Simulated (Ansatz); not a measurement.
Consider the formal exchange of groups at the Si–Si bond: `F[SiH]([SiH3])[SiH2]Cl` + `BBN` → `BB(N)[SiH3]` + `F[SiH2][SiH2]Cl`.

Computed with Ansatz on PBE0-D4/def2-TZVP structures; ΔE is electronic, products minus reactants. CCSD(T)/CBS is the MP2 limit (def2-TZVPP, def2-QZVPP) plus CCSD(T) − MP2 in def2-TZVPP, frozen cores. This one scheme is used for every species. DFT in def2-TZVPP. B3LYP here is the variant with VWN-RPA as its local correlation; programs differ in this. Each species was taken in one conformer, which may not be the lowest.

`F[SiH]([SiH3])[SiH2]Cl`:

```xyz
11

F    -2.202   -0.730    0.541
Si   -0.923    0.230    0.330
Si   -0.266    0.208   -1.921
Si    0.837   -0.485    1.706
Cl    2.405    0.772    1.221
H    -1.316    1.606    0.743
H    -1.424    0.531   -2.796
H     0.264   -1.132   -2.284
H     0.799    1.227   -2.114
H     1.259   -1.878    1.416
H     0.568   -0.349    3.159
```

`BBN`:

Cartesian coordinates in Å:
```
B 0.326 1.367 0.069
B 0.191 -0.234 -0.363
N -0.525 -1.251 0.259
H -0.400 2.214 -0.376
H 1.220 1.770 0.762
H 0.805 -0.546 -1.358
H -0.541 -2.196 -0.085
H -1.075 -1.125 1.092
```

`BB(N)[SiH3]`:

```xyz
11

B    -0.107    1.677   -0.657
B     0.421    0.265    0.001
N     1.669   -0.146    0.454
Si   -1.093   -1.105    0.155
H    -0.613    2.536    0.012
H    -0.168    1.836   -1.846
H     2.488    0.438    0.429
H     1.847   -1.059    0.839
H    -2.203   -0.627    1.026
H    -0.556   -2.366    0.754
H    -1.684   -1.449   -1.168
```

`F[SiH2][SiH2]Cl`:

```xyz
8

F    -1.546    1.766    0.104
Si   -1.140    0.247   -0.224
Si    1.127   -0.104    0.261
Cl    1.469   -2.085   -0.212
H    -1.986   -0.650    0.604
H    -1.402   -0.004   -1.663
H     1.448    0.095    1.696
H     2.031    0.734   -0.566
```

| level | ΔE (kcal/mol) | difference from CCSD(T)/CBS |
| --- | --- | --- |
| PBE-D4 | 2.3 | 0.1 |
| r2SCAN-D4 | 2.0 | -0.2 |
| ωB97M-V | 2.1 | -0.1 |
| PBE0 | 2.3 | 0.1 |
| B3LYP | 2.0 | -0.2 |
| HF/def2-TZVPP | 3.1 | 0.9 |
| SCS-MP2/def2-TZVPP | 1.7 | -0.5 |
| CCSD(T)/def2-TZVPP | 1.8 | -0.4 |
| MP2/def2-QZVPP | 1.8 | -0.4 |
| SCS-MP2/def2-QZVPP | 1.9 | -0.3 |
| CCSD(T)/CBS | 2.2 | 0 |

Largest T1 diagnostic among the species: 0.014.

In def2-TZVPP, CCSD(T) changes the Hartree–Fock value by −1.2 kcal/mol (the triples alone add −0.2 kcal/mol) and MP2 by −1.4 kcal/mol.
